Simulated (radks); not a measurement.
Question: Radial electron density D(r) = 4 pi r^2 rho(r) of an atom or ion with 42 electrons. All-electron calculation, Dirac Kohn-Sham, XLYP, spin-unpolarised, spherical densities, point nucleus. Program: a radial shooting solver on a logarithmic mesh with Libxc functionals.

r (bohr),D(r) (e/bohr)
0.002501,5.682
0.003309,8.938
0.004378,13.73
0.005747,20.20
0.007604,28.87
0.01006,39.09
0.01331,49.34
0.01747,56.84
0.02312,59.33
0.03059,55.99
0.04015,51.29
0.05312,52.66
0.07029,63.42
0.093,73.46
0.1221,68.53
0.1615,53.10
0.2137,49.90
0.2828,58.27
0.3712,50.67
0.4911,27.21
0.6498,15.57
0.8597,16.05
1.128,12.55
1.493,5.947
1.976,2.123
2.593,0.6687
3.431,0.1292
4.54,0.009889
6.007,0.0001915

What is the nuclear charge?

Answer: Z = 46. The innermost maximum, from 1s, lies near gamma/Z bohr with gamma = sqrt(1 - (Z/c)^2) = 0.942, here 0.0205 bohr (found: 0.0224), and its height grows with Z. The density is that of the palladium ion Pd4+ in [Ar] 3d10 4s2 4p5 4d6 5s1; the configuration itself is not fixed sharply by these data, and Z only to a few units. D(r) has 4 maxima, at r = 0.0224, 0.0984, 0.299, 0.853 bohr, and minima at 0.0446, 0.194, 0.693 bohr, inside which lie 2.04, 11.17, 29.24 electrons.
